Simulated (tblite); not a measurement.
Isomers of C5H7N3O. Calculated harmonic vibrations of the isolated species, GFN2-xTB (tblite), most abundant isotopes, no scaling. The method is semi-empirical: single wavenumbers can be off by several per cent or more. One conformer each.

Electronic energies: GFN2-xTB at the same geometries; isomer energies are rough at this level and their order can be wrong.

```
        SMILES  electronic energy, lowest = 0 (kJ/mol)
CC(=O)c1nncn1C                                     0.0
  CCn1nncc1C=O                                    77.8
   COc1nncnc1C                                    48.0
Cc1nnn(C)c1C=O                                    61.1
```

How do GFN2-xTB zero-point energies change the relative energies?

```
        SMILES  ZPE (kJ/mol)  of it from modes above 1550 cm⁻¹  electronic (kJ/mol)  with ZPE, lowest = 0 (kJ/mol)  lowest mode (cm⁻¹)  rings
CC(=O)c1nncn1C         317.6                             138.2                  0.0                            0.0                  27      1
   COc1nncnc1C         315.9                             136.1                 48.0                           46.2                  74      1
Cc1nnn(C)c1C=O         316.2                             135.6                 61.1                           59.7                  59      1
  CCn1nncc1C=O         319.6                             136.7                 77.8                           79.8                  53      1
```

The zero-point energies span 3.7 kJ/mol, from `COc1nncnc1C` to `CCn1nncc1C=O`. The order is unchanged.

What do entropy and thermal enthalpy add at 298.15 K and 1 bar (rigid rotor, harmonic oscillator, one conformer each)?

```csv
SMILES,point group,symmetry number,S (J/(mol K)),H − H(0) (kJ/mol),ZPE + H − H(0) − TS (kJ/mol)
CC(=O)c1nncn1C,Cs,1,400.4,26.25,224.5
COc1nncnc1C,Cs,1,386.4,25.66,226.4
Cc1nnn(C)c1C=O,Cs,1,394.4,26.46,225.1
CCn1nncc1C=O,C1,1,381.4,24.73,230.6
```
